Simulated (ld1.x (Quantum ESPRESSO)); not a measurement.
What one change does to a pseudopotential (antimony, TM)

ld1.x (Quantum ESPRESSO) 7.5 input, shortened:

```
&input
   title='Sb', zed=51., rel=1, dft='PZ', iswitch=3,
   config='[Kr] 4d10 5s2 5p3'
 /
 &inputp
   pseudotype=2, tm=.true., lloc=-1, rcloc=1.20,
   nlcc=.true., new_core_ps=.true.
 /
3
5S  1  0   2.00   0.00  1.85  1.85  0.0
5P  2  1   3.00   0.00  1.85  1.85  0.0
4D  3  2  10.00   0.00  0.95  0.95  0.0
 &test
   configts(1)='4d10 5s2 5p3'
 /
```

Change: local potential all-electron potential smoothed inside 1.28 bohr (lloc = -1).

Cutoffs: the cutoffs (Ry, on a coarse ladder) from which the occupation-weighted sum of valence levels, in a spherical-Bessel basis at the reference potential, stays within 10 and 1 mRy of its value at 400 Ry; they do not see the model core or the augmentation charge, which bear on the density cutoff. Errors are all-electron minus pseudo energies relative to the spin-unpolarised reference configuration.

**Question.** Predict the effect on cutoff, ghosts and configuration errors.

**Answer.** The potential gets neither clearly harder nor softer (120 Ry and 160 Ry → 120 Ry and 160 Ry); both files keep a bound ghost (p, s); the number of tests that count goes from 9 to 7; of the 7 tests that both files solve, the error grows in 5 and shrinks in 1 by more than 15 % and 0.3 meV (median size 4.1 → 3.9 meV).

```tsv
quantity	base	changed
cutoff, loose	120 Ry	120 Ry
cutoff, tight	160 Ry	160 Ry
bound ghosts	s, p	s, p
tests counted (converged, no solver errors)	9 of 9	7 of 9
error for 4d10 5s2 5p2, meV [ΔE 8.52 eV]	-2.1	-3.4
error for 4d10 5s2 5p1, meV [ΔE 24.77 eV]	-4.7	-8.8
error for 4d10 5s2 5p0, meV [ΔE 49.56 eV]	-4.1	-5.7
error for 4d10 5s1 5p4, meV [ΔE 8.21 eV]	-2.1	-3.2
error for 4d10 5s1 5p3, meV [ΔE 17.34 eV]	-4.7	-10.0
error for 4d10 5s2 5p3 (spin-polarised), meV [ΔE -1.09 eV]	+4.4	+3.9
error for 4d10 5s2 5p2 (spin-polarised), meV [ΔE 7.93 eV]	+1.1	+0.5
s: phases at 1.99 bohr within 0.05 rad from the reference energy up to (Ry; the scan ends near 5)	2.9	3.3
p: phases at 1.99 bohr within 0.05 rad from the reference energy up to (Ry; the scan ends near 5)	to the end of the scan	to the end of the scan
d: phases at 1.99 bohr within 0.05 rad from the reference energy up to (Ry; the scan ends near 5)	to the end of the scan	to the end of the scan
```

Changed file: Tests not counted: 4d9 5s2 5p3 (solver errors, printed error -2119 eV); 4d9 5s2 5p4 (solver errors, printed error -2113 eV). A true bound ghost makes a file unfit for plane-wave use even where its test errors are small: the radial tests pick states by their node count and pass the ghost by. Where a test does run into it, the solver fails or the error is huge.
